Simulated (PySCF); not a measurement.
**Vibration and rotation of BeAs⁺**

ROHF-CCSD(T) constants of BeAs⁺, ³Σ⁻ (triplet), unpaired electrons π ↑↑ (Be def2-TZVP, As def2-TZVP; no relativity (PySCF 2.14); masses 9.0122 and 74.9216 u):

```
ωe             : 517.4 cm⁻¹
ωexe           : 4.61 cm⁻¹
Be             : 0.44722 cm⁻¹
αe             : 0.00536 cm⁻¹
De to Be⁺ + As : 2.37 eV
```

(1) What force constant and bond length do these constants imply?

(2) Estimate the centrifugal constant D from the Kratzer relation and find the Dunham coefficient a1.

Correlated steps freeze 9 core orbitals. Spin–orbit coupling is left out. For an ion De counts to the pair picked by the measured ionisation energies or electron affinities, which need not be the lowest pair at this level. The state is the lowest determinant that a PBE0 search found; another state may lie lower at other levels.

Answers

(1) Reduced mass μred = 8.0445 u; k = 5.8918×10⁻⁷·μred·ωe² (u, cm⁻¹, mdyn/Å) = 1.27 mdyn/Å; Re = √(16.8576/(μred·Be)) (u, cm⁻¹, Å) = 2.165 Å.

(2) D = 4Be³/ωe² = 1.34e-06 cm⁻¹; a1 = −1 − αeωe/(6Be²) = -3.31.
